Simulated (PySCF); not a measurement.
Ni (SMILES [Ni]), triplet; PySCF with DF-B3LYP/pcseg-2.

Input for PySCF:
```python
from pyscf import gto, scf, dft

mol = gto.Mole()
mol.atom = '''
    Ni    0.00000000    0.00000000    0.00000000
'''
mol.basis = 'pcseg-2'
mol.spin = 2
mol.verbose = 5
mol.build()

mf = dft.UKS(mol)
mf.xc = 'b3lyp'
mf = mf.density_fit(auxbasis='def2-universal-jkfit')
mf.kernel()
```

It wrote (shortened):

```
PySCF version 2.14.0

[INPUT] verbose = 5
[INPUT] max_memory = 4000
[INPUT] num. atoms = 1
[INPUT] num. electrons = 28
[INPUT] charge = 0
[INPUT] spin (= nelec alpha-beta = 2S) = 2
[INPUT] symmetry False subgroup None
[INPUT] Mole.unit = angstrom
[INPUT] Symbol           X                Y                Z      unit          X                Y                Z       unit  Magmom
[...]
[INPUT] ---------------- BASIS SET ----------------
[INPUT] l, kappa, [nprim/nctr], expnt,             c_1 c_2 ...
[INPUT] Ni
[...]
                                219107            0.000426081    0    0    0    0    0
                                49872.4           0.00223546    0    0    0    0    0
                                14125.9           0.00936615    0    0    0    0    0
                                4607.35           0.0332852    0    0    0    0    0
                                1662.44           0.101365    0    0    0    0    0
                                648.606           0.252855    0    0    0    0    0
                                264.689           0.479041    0    0    0    0    0
                                112.561            0.5    0    0    0    0    0
                                49.2916           0.183007    0    0    0    0    0
                                393.899              0 -0.0218494    0    0    0    0
                                120.405              0 -0.105702    0    0    0    0
                                19.0399              0  0.5    0    0    0    0
                                8.03151              0 0.487556    0    0    0    0
                                12.8736              0    0 -0.158461    0    0    0
                                2.10873              0    0  0.5    0    0    0
                                0.867388             0    0    0    1    0    0
                                0.166834             0    0    0    0    1    0
                                0.0557165            0    0    0    0    0    1
[...]
                                1361.68           0.00448607    0    0    0
                                440.134           0.0244558    0    0    0
                                168.074           0.0934792    0    0    0
                                70.4369           0.262488    0    0    0
                                31.1704           0.484289    0    0    0
                                14.3366            0.5    0    0    0
[...]
nelec by numeric integration = [15. 13.]
E1 = -2098.3022378797627  E2 = 589.9416976507414  Ecoul = 653.2368144706056  Exc = -63.29511681986418
cycle= 49 E= -1508.36054022902  delta_E= 7.16e-08  |g|= 0.000841  |ddm|= 0.00199
  alpha mo_energy =
[-2.99712877e+02 -3.56637057e+01 -3.11083370e+01 -3.10738954e+01
 -3.10727473e+01 -3.96886779e+00 -2.60610409e+00 -2.53882125e+00
 -2.53662476e+00 -2.96784386e-01 -2.49295438e-01 -2.48508414e-01
 -2.23320878e-01 -2.23316542e-01 -1.89559740e-01  4.65789040e-02
  5.85219379e-02  5.85270178e-02  2.08727259e-01  3.77727849e-01
  3.85721070e-01  3.85778590e-01  3.93137309e-01  3.93137650e-01
  1.28991972e+00  1.32233872e+00  1.32297969e+00  1.78039950e+00
  1.80603728e+00  1.80635832e+00  1.82267099e+00  1.82267166e+00
  2.71528379e+00  2.72583528e+00  2.72608954e+00  2.74835248e+00
  2.74835408e+00  2.75749118e+00  2.75749122e+00  3.34058446e+00
  8.87551555e+00  8.88447357e+00  8.88508564e+00  8.90732008e+00
  8.90732973e+00  8.93148134e+00  8.93148585e+00  8.93604742e+00
  8.93604760e+00  1.11741628e+01  1.11952817e+01  1.11965262e+01
  1.12423395e+01  1.12423453e+01  1.12554001e+01  1.12554002e+01]
  beta  mo_energy =
[-2.99711115e+02 -3.56400561e+01 -3.10757476e+01 -3.10611777e+01
 -3.10605904e+01 -3.91603617e+00 -2.51175327e+00 -2.50327050e+00
 -2.50305225e+00 -2.27443272e-01 -2.26530516e-01 -1.91516786e-01
 -1.91507336e-01 -1.12039291e-01 -3.28978455e-02  8.61099697e-02
  8.92582293e-02  8.95792959e-02  2.31734673e-01  4.04626209e-01
  4.04945260e-01  4.14705157e-01  4.14709381e-01  4.28575012e-01
  1.33665888e+00  1.34690420e+00  1.34731492e+00  1.82634162e+00
  1.82700961e+00  1.84880933e+00  1.84881779e+00  1.86592271e+00
  2.76025695e+00  2.76026257e+00  2.77123448e+00  2.77165208e+00
  2.78270566e+00  2.78284769e+00  2.78284794e+00  3.37668922e+00
  8.93258017e+00  8.93264160e+00  8.93620526e+00  8.93625022e+00
  8.93738719e+00  8.93824968e+00  8.94539285e+00  8.96194315e+00
  8.96194399e+00  1.12507817e+01  1.12508383e+01  1.12663333e+01
  1.12673283e+01  1.12863327e+01  1.12900362e+01  1.12900387e+01]
multiplicity <S^2> = 2.0002151  2S+1 = 3.0001434
nelec by numeric integration = [15. 13.]
E1 = -2098.295137574009  E2 = 589.9345991990458  Ecoul = 653.2292850142405  Exc = -63.29468581519477
cycle= 50 E= -1508.36053837496  delta_E= 1.85e-06  |g|= 0.000251  |ddm|= 0.029
SCF not converged.
SCF energy = -1508.36053837496 after 50 cycles  <S^2> = 2.0002151  2S+1 = 3.0001434
```

The run did not converge; its last values are not results.
